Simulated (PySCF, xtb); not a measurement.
SbF2Br, SMILES [F][Sb]([Br])[F].

Harmonic wavenumbers (cm⁻¹) from GFN2-xTB in xtb at its own minimum, in rising order: 114, 122, 152, 251, 386, 399.

**Question.** What does B3LYP-D3(BJ)/def2-SVP (PySCF) give at its own minimum? (Estimate from the structure and the level; the computed values follow.)

**Answer.** 130, 151, 208, 261, 634, 641. Paired by order, the mean absolute difference is 100 cm⁻¹ and the zero-point energies are 2.0 and 2.9 kcal/mol.
